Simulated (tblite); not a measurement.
C4H9FSi.
Bonds: C1–C2 (double), C2–F3, C2–C4, C4–Si5, Si5–C6. Hydrogens: H7, H8 on C1; H9, H10 on C4; H11, H12 on Si5; H13, H14, H15 on C6.

Computed with GFN2-xTB (tblite), gas phase: L-BFGS steps from a force-field or distance-geometry start until the largest atomic force falls under 0.01 eV/Å.

Step 26: E = -532.7927 eV
```
atom  x, y, z in Å  |  force x, y, z in eV/Å
C1      2.8385   -0.3568   -0.0911   -0.015  -0.039   0.027
C2      1.6778   -0.2514   -0.7135    0.029   0.007  -0.032
F3      1.5176   -0.9065   -1.8968    0.004   0.022   0.021
C4      0.4684    0.5028   -0.3159    0.082   0.002  -0.018
Si5    -1.0592   -0.6221   -0.0255   -0.005   0.047   0.007
C6     -2.4969    0.5793    0.2719   -0.019   0.006  -0.007
H7      3.0145    0.1334    0.8485   -0.036   0.010  -0.053
H8      3.6422   -0.9432   -0.5019   -0.051   0.005   0.018
H9      0.6959    1.0853    0.5744   -0.005   0.015   0.006
H10     0.2175    1.2017   -1.1184    0.033  -0.025   0.015
H11    -1.3086   -1.4435   -1.2110    0.011  -0.009   0.000
H12    -0.8242   -1.4618    1.1542    0.024  -0.018   0.001
H13    -2.3490    1.1738    1.1690    0.000  -0.030   0.021
H14    -3.4346    0.0444    0.3810   -0.006   0.018   0.006
H15    -2.6043    1.2726   -0.5579   -0.047  -0.013  -0.014
```

Step 27: E = -532.7934 eV
```
atom  x, y, z in Å  |  force x, y, z in eV/Å
C1      2.8399   -0.3600   -0.0906   -0.038  -0.036   0.020
C2      1.6795   -0.2531   -0.7131    0.016   0.037  -0.035
F3      1.5165   -0.9060   -1.8962    0.012  -0.001  -0.004
C4      0.4722    0.5052   -0.3178    0.033  -0.002   0.009
Si5    -1.0587   -0.6171   -0.0254    0.030   0.028   0.005
C6     -2.5000    0.5783    0.2737   -0.008   0.005  -0.008
H7      3.0137    0.1302    0.8483   -0.024   0.023  -0.023
H8      3.6433   -0.9468   -0.4993   -0.036  -0.011   0.007
H9      0.6990    1.0896    0.5718   -0.002   0.014  -0.005
H10     0.2189    1.2016   -1.1222    0.054  -0.028   0.022
H11    -1.3071   -1.4360   -1.2133    0.011  -0.009   0.007
H12    -0.8237   -1.4579    1.1540    0.025  -0.017  -0.005
H13    -2.3541    1.1732    1.1707   -0.001  -0.023   0.017
H14    -3.4341    0.0379    0.3836   -0.016   0.021   0.005
H15    -2.6098    1.2689   -0.5576   -0.057  -0.001  -0.011
```

Step 28: E = -532.7940 eV
```
atom  x, y, z in Å  |  force x, y, z in eV/Å
C1      2.8406   -0.3635   -0.0896   -0.047  -0.026   0.010
C2      1.6814   -0.2538   -0.7131    0.002   0.048  -0.029
F3      1.5159   -0.9052   -1.8956    0.018  -0.020  -0.031
C4      0.4761    0.5073   -0.3190   -0.017  -0.003   0.030
Si5    -1.0579   -0.6124   -0.0253    0.049   0.003   0.002
C6     -2.5028    0.5775    0.2750    0.003   0.002  -0.007
H7      3.0133    0.1279    0.8478   -0.014   0.035   0.009
H8      3.6435   -0.9501   -0.4973   -0.017  -0.030  -0.003
H9      0.7013    1.0939    0.5695    0.006   0.012  -0.010
H10     0.2212    1.2007   -1.1252    0.062  -0.019   0.017
H11    -1.3057   -1.4302   -1.2148    0.012  -0.005   0.016
H12    -0.8228   -1.4551    1.1534    0.024  -0.010  -0.013
H13    -2.3584    1.1721    1.1725   -0.003  -0.015   0.009
H14    -3.4343    0.0331    0.3859   -0.021   0.018   0.005
H15    -2.6157    1.2658   -0.5576   -0.059   0.011  -0.004
```

Q: Estimate the geometry and energy of step 29. (The exact step hangs on the optimiser's Hessian estimate; all steps are aligned on step 28, rigid shifts and turns removed.)

A: E = -532.7947 eV, largest force 0.070 eV/Å
```
atom  x, y, z in Å  |  force x, y, z in eV/Å
C1      2.8406   -0.3681   -0.0882   -0.041  -0.010   0.000
C2      1.6835   -0.2537   -0.7138   -0.014   0.040  -0.016
F3      1.5155   -0.9046   -1.8954    0.022  -0.031  -0.052
C4      0.4804    0.5096   -0.3200   -0.058   0.000   0.040
Si5    -1.0561   -0.6072   -0.0251    0.048  -0.024  -0.001
C6     -2.5060    0.5766    0.2764    0.010  -0.003  -0.005
H7      3.0124    0.1260    0.8472   -0.004   0.039   0.036
H8      3.6432   -0.9544   -0.4950   -0.001  -0.046  -0.008
H9      0.7040    1.0990    0.5669    0.017   0.011  -0.009
H10     0.2252    1.1994   -1.1282    0.059   0.003   0.003
H11    -1.3039   -1.4237   -1.2164    0.015   0.000   0.025
H12    -0.8212   -1.4522    1.1527    0.024  -0.003  -0.021
H13    -2.3634    1.1706    1.1746   -0.003  -0.005  -0.005
H14    -3.4349    0.0281    0.3886   -0.019   0.010   0.004
H15    -2.6238    1.2626   -0.5576   -0.054   0.020   0.008
```

The energy changes by -0.0007 eV. The first-order estimate −F·Δx gives -0.0009 eV and the mean of the old and new forces, exact on a quadratic surface, -0.0007 eV. The step makes an angle of 73° with the force vector and moves no atom by more than 0.009 Å.

The cost below is that of the whole relaxation. Time: 0.45 s wall. Hardware: an Arm Neoverse V1 with one thread, shared host with 32 logical CPUs at a one-minute load of 23.
